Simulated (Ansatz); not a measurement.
One change: `C=C[SiH2]C=N` becomes `C=C[SiH2][SiH2]Cl`.

Ansatz, PBE0-D4/def2-TZVP geometries, multiplicity 1. Each molecule was computed in one conformer, which needn't be the lowest.

```json
{"property": "HOMO–LUMO gap (B3LYP/def2-TZVPP) / eV", "`C=C[SiH2]C=N`": "6.02"}
{"property": "HOMO energy (ωB97M-V/def2-TZVPP) / eV", "`C=C[SiH2]C=N`": "-9.62"}
{"property": "HOMO–LUMO gap (PBE0/def2-TZVPP) / eV", "`C=C[SiH2]C=N`": "6.47"}
{"property": "LUMO energy (PBE0/def2-TZVPP) / eV", "`C=C[SiH2]C=N`": "-0.83"}
{"property": "HOMO energy (PBE0/def2-TZVPP) / eV", "`C=C[SiH2]C=N`": "-7.30"}
{"property": "LUMO energy (B3LYP/def2-TZVPP) / eV", "`C=C[SiH2]C=N`": "-1.07"}
```

Problem. What does the change do to each property? (An estimate is asked.)

Solution. Ansatz gave: 
```tsv
property	`C=C[SiH2][SiH2]Cl`	shift
HOMO–LUMO gap (B3LYP/def2-TZVPP) / eV	6.44	0.42
HOMO energy (ωB97M-V/def2-TZVPP) / eV	-9.72	-0.10
HOMO–LUMO gap (PBE0/def2-TZVPP) / eV	6.82	0.35
LUMO energy (PBE0/def2-TZVPP) / eV	-0.85	-0.02
HOMO energy (PBE0/def2-TZVPP) / eV	-7.67	-0.37
LUMO energy (B3LYP/def2-TZVPP) / eV	-1.03	0.04
```

B3LYP here is the variant with VWN-RPA as its local correlation; programs differ in this.
